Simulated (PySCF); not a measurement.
Isomers of C4H4O3S, one GFN2-xTB conformer each. Single-point energies are computed at PBE0/pcSseg-1 (PySCF, gas phase, no added dispersion term), electronic only.

```
            SMILES  GFN2-xTB relative energy (kcal/mol)
C#C/C=C/S(=O)(=O)O                                  0.0
O=S(=O)(O)C=C1C=C1                                 14.3
```

Conformers: `[CH:1]#[C:2]/[CH:3]=[CH:4]/[S:5](=[O:6])(=[O:7])[OH:8]` with C3–C4–S5–O6 -139°, C4–S5–O8–H -120°; `[O:1]=[S:2](=[O:3])([OH:4])[CH:5]=[C:6]1[CH:7]=[CH:8]1` with O1–S2–O4–H 1°, O1–S2–C5–C6 -151°.

**Question.** What does PBE0/pcSseg-1 give for the same structures?

**Answer.** 
```csv
SMILES,PBE0/pcSseg-1 E (Eh),PBE0/pcSseg-1 (kcal/mol),GFN2-xTB (kcal/mol),point group
C#C/C=C/S(=O)(=O)O,-777.91545,0.0,0.0,C1
O=S(=O)(O)C=C1C=C1,-777.90074,9.2,14.3,C1
```

Both levels put the same isomer lowest. As drawn, the lower has a C≡C bond, which the higher lacks; the higher has a three-membered ring, which the lower lacks.

**Question.** Which frontier levels, dipoles and rotational constants go with these structures?

**Answer.** 
```json
{"SMILES": "C#C/C=C/S(=O)(=O)O", "HOMO (eV, PBE0/pcSseg-1)": "-8.14", "LUMO (eV)": "-2.21", "dipole (D)": "4.02", "A, B, C (MHz)": "4683, 883.7, 878.4"}
{"SMILES": "O=S(=O)(O)C=C1C=C1", "HOMO (eV, PBE0/pcSseg-1)": "-7.30", "LUMO (eV)": "-1.35", "dipole (D)": "5.09", "A, B, C (MHz)": "4264, 1188, 1143"}
```
